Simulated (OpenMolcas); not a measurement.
## Levels of N³⁺ by method

* Program: OpenMolcas 26.06
* Basis: ANO-RCC-VTZP [4s3p2d1f]
* Scalar Hamiltonian: DKH3, point nucleus
* Active space: 2 electrons in 8 orbitals (2s 2p 3s 3p)
* State averaging: 2S+1 = 3 even, 3 roots; 2S+1 = 1 even, 6 roots; 2S+1 = 3 odd, 3 roots; 2S+1 = 1 odd, 3 roots
* Spin-orbit coupling: state interaction with AMFI integrals over the reference wave functions, term energies averaged over their components

Methods on the same reference wave functions:
A. CASSCF
B. SS-CASPT2, IPEA 0.25 Eh, imaginary shift 0.1 Eh (closed shells correlated: 1s)

Energies in cm-1 above 2s2 1S0, the measured ground level; measured values from Moore, Selected Tables of Atomic Spectra, NSRDS-NBS 3, section 4.

| Level | A | B | Measured |
| --- | --- | --- | --- |
| 2s2 1S0 | 0.0 | 0.0 | 0.0 |
| 2s 2p 3P* 0 | 68108 | 67222 | 67209 |
| 2s 2p 3P* 1 | 68178 | 67292 | 67272 |
| 2s 2p 3P* 2 | 68319 | 67433 | 67416 |
| 2s 2p 1P* 1 | 141398 | 132808 | 130694 |
| 2p2 3P0 | 177437 | 175868 | 175535 |
| 2p2 3P1 | 177506 | 175936 | 175608 |
| 2p2 3P2 | 177643 | 176073 | 175733 |

Deviations, from unrounded energies. A percentage is the sum of absolute deviations over the sum of measured energies, with the sign that they share, or ± where signs differ.

```tsv
Against measurement	Levels	A	B
mean absolute deviation (cm-1)	7	2700	450
other configurations (%)	7	+2.2	+0.4
```

B lies closest to measurement on these levels. The largest miss of B in the table is 2s 2p 1P* 1, by +2100 cm-1. The ranking rests on the paired levels alone, and a cruder setting can come out closer through cancelling errors.

The lowest spin-free term lies below A's lowest term by 0.007 hartree in B.

Active for correlation alone: 3p 3s; no level in the range computed is led by a configuration that fills them, so any true level of that kind is missing. Computed and measured levels are paired by configuration, term and J; levels that our copy of the source lacks, or whose pairing is in doubt (as where it misses far off the trend of its configuration), stay unpaired and out of the deviations. Only configurations of the active space appear. The table leaves out levels that lie high or whose names do not pair safely across all columns.

* marks odd parity.
